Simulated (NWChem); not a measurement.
CH3BrOTe; SMILES CO[Te]Br

```xyz
7

Te     0.6264     0.6503    -0.0079
Br    -0.0857    -1.7663    -0.0423
O     -1.0593     1.4915     0.5948
C     -2.1269     1.5852    -0.3194
H     -2.5460     0.5930    -0.5632
H     -2.9120     2.1809     0.1725
H     -1.8399     2.0855    -1.2615
```
Atoms are numbered in this order, from 1.

Level: PBE0/def2-SVP with def2 effective core potentials on Te (NWChem), optimised geometry, unscaled harmonic frequencies. This build's default masses of Se (78.918 u) and Br (79.917 u) are each other's, which moves their modes by up to 0.6 %. def2 effective core potentials on Te; no spin-orbit coupling.

| frequency (cm⁻¹) | IR intensity (km/mol) |
|---|---|
| 72 | 1.8 |
| 121 | 0.9 |
| 204 | 6.5 |
| 255 | 21.2 |
| 284 | 3.5 |
| 570 | 41.0 |
| 1103 | 127.8 |
| 1168 | 3.0 |
| 1179 | 9.0 |
| 1448 | 7.9 |
| 1455 | 14.2 |
| 1476 | 16.1 |
| 3019 | 58.2 |
| 3109 | 24.2 |
| 3141 | 10.6 |

| Item | Result |
|---|---|
| zero-point energy | 26.6 kcal/mol |
| thermal correction to the enthalpy at 298.15 K (with zero-point energy) | 31.0 kcal/mol |
| heat capacity Cv | 17.2 cal/(mol K) |
| entropy at 298.15 K and 1 atm (symmetry number 1) | 84.2 cal/(mol K) |

Rigid rotor and harmonic oscillator; modes under 100 cm⁻¹ make the entropy uncertain.
